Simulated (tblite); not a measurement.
C6H9N3S.
Numbering: `[CH2:1]=[CH:2][n:3]1[n:4][n:5][c:6]([CH3:7])[c:8]1[S:9][CH3:10]` (hydrogens: H11, H12 on C1; H13 on C2; H14, H15, H16 on C7; H17, H18, H19 on C10)

Cartesian coordinates in Å at the GFN2-xTB level; atoms count from 1:
```
atom  x, y, z in Å
C1     3.4342    0.8854    0.0861
C2     2.1518    0.9368    0.4062
N3     1.2665   -0.0971    0.1271
N4     1.6282   -1.2361   -0.4592
N5     0.6017   -1.9867   -0.5865
C6    -0.4865   -1.3740   -0.0763
C7    -1.8344   -1.9912   -0.0592
C8    -0.0751   -0.1363    0.3896
S9    -0.9456    1.1743    1.1564
C10   -2.0550    1.6250   -0.2176
H11    4.0924    1.7045    0.3076
H12    3.8442    0.0187   -0.4016
H13    1.6857    1.7763    0.9030
H14   -2.4312   -1.5720    0.7486
H15   -1.7360   -3.0644    0.0798
H16   -2.3450   -1.8196   -1.0076
H17   -1.4609    1.9618   -1.0622
H18   -2.6794    2.4328    0.1491
H19   -2.6655    0.7709   -0.4907
```

Computed with GFN2-xTB (tblite): harmonic, unscaled wavenumbers at the GFN2-xTB geometry, gas phase. Against measured fundamentals such values can be off by several per cent, at times by over 20. One conformer, not necessarily the lowest.

Harmonic wavenumbers (cm⁻¹): 28.6, 83.2, 107.0, 116.2, 131.1, 159.6, 170.0, 194.7, 293.6, 320.1, 326.6, 473.8, 515.1, 607.7, 654.9, 666.1, 708.4, 717.7, 782.2, 871.7, 942.5, 953.2, 996.2, 997.2, 1005.3, 1035.1, 1064.6, 1120.1, 1230.5, 1279.5, 1292.5, 1313.3, 1351.7, 1385.6, 1400.1, 1416.0, 1444.0, 1444.6, 1465.6, 1475.6, 1536.7, 1684.3, 2991.9, 3026.9, 3031.2, 3048.0, 3051.9, 3064.5, 3074.2, 3128.1, 3168.5.

A = 1550, B = 1060, C = 680.3 MHz; mass 155.052 u (most abundant isotopes); point group C1, symmetry number 1.

Zero-point energy?

½Σν̃ = 31674 cm⁻¹ = 378.91 kJ/mol.

Entropy at 298.15 K, 1 bar (ideal gas, RRHO, classical rotation)?

Translation 171.76, rotation 125.70, vibration 145.66: S = 443.1 J/(mol K).

And Cp and H(298.15 K) − H(0)?

Cp = 171.11 J/(mol K), of which vibrations give 137.86 (their classical limit is 51 R = 424.0); H(298.15 K) − H(0) = 31.95 kJ/mol without the zero-point energy, 22.04 from vibrations.

Which modes carry the vibrational entropy at 298.15 K?

28.6 cm⁻¹: 24.79; 83.2 cm⁻¹: 15.96; 107.0 cm⁻¹: 13.90; 116.2 cm⁻¹: 13.23; 131.1 cm⁻¹: 12.26; 159.6 cm⁻¹: 10.69 J/(mol K); the other 45 give 54.84 together.

Blend soft modes into free rotors: weight 1/[1 + (100 cm⁻¹/ν̃)⁴] for the oscillator and the rest for a rotor with moment μB/(μ + B), μ = h/(8π²ν), B = 10⁻⁴⁴ kg m². What vibrational entropy results?

133.80 J/(mol K) in place of 145.66, which changes −T·S at 298.15 K by +3.54 kJ/mol.

Hindered rotation and anharmonicity are outside this model. Other conformers, if any are populated, would add a mixing term that is left out. The structure is chiral; the term R ln 2 for an equal mix with its mirror image is left out.
